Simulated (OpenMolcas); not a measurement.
# Sn3+: effect of the active space

```json
{
 "Program": "OpenMolcas 26.06",
 "Method": "SS-CASPT2 or its RAS form, IPEA 0.25 Eh, imaginary shift 0.1 Eh",
 "Basis": "ANO-RCC-VTZP",
 "Scalar Hamiltonian": "DKH2, point nucleus",
 "Spin-orbit coupling": "state interaction with AMFI integrals over the reference wave functions, term energies averaged over their components"
}
```

A. 1 electron in 4 orbitals (5s 5p); 2S+1 = 2 even, 1 root; 2S+1 = 2 odd, 3 roots; closed shells correlated: 4d; CASPT2 step of the order of 0.9 core-seconds
B. 1 electron in 9 orbitals (RAS2 5s 5p; RAS3 5d, at most 1 electron); 2S+1 = 2 even, 1 root; 2S+1 = 2 odd, 3 roots; closed shells correlated: 4d; CASPT2 step about 1.2 core-seconds

Energies in eV above 5s ²S_1/2, the measured ground level; measured values from Moore, Atomic Energy Levels, vol. III, NSRDS-NBS 35 (1971 reprint of NBS Circular 467, 1958).

```
     Level       A       B  Measured
 5s ²S_1/2  0.0000  0.0000    0.0000
5p ²P°_1/2   8.844   8.845    8.6248
5p ²P°_3/2   9.506   9.507    9.4318
```

Deviations, from unrounded energies. A percentage is the sum of absolute deviations over the sum of measured energies, with the sign that they share, or ± where signs differ.

```json
{"Against measurement": "mean absolute deviation (cm-1)", "Levels": "2", "A": "1200", "B": "1200"}
{"Against measurement": "other configurations (%)", "Levels": "2", "A": "+1.6", "B": "+1.6"}
```

A, B lie about equally close to measurement. The largest miss of A in the table is 5p ²P°_1/2, by +1800 cm-1. The ranking rests on the paired levels alone, and a cruder setting can come out closer through cancelling errors.

Between A and B the level of the table that moves most is 5p ²P°_3/2, by 7.9 cm-1 (lowest in A, highest in B).

With one active electron, CASPT2 adds the correlation within the correlated inactive shells and between them and that electron, and leaves the splitting within a term as the reference gives it. With one active electron outside closed inactive shells, the extra shells (5d) add no correlation to the reference (holds for B). Computed and measured levels are paired by configuration, term and J; levels that our copy of the source lacks, or whose pairing is in doubt (as where it misses far off the trend of its configuration), stay unpaired and out of the deviations. Levels of configurations outside the active space are missing.

° marks odd parity.
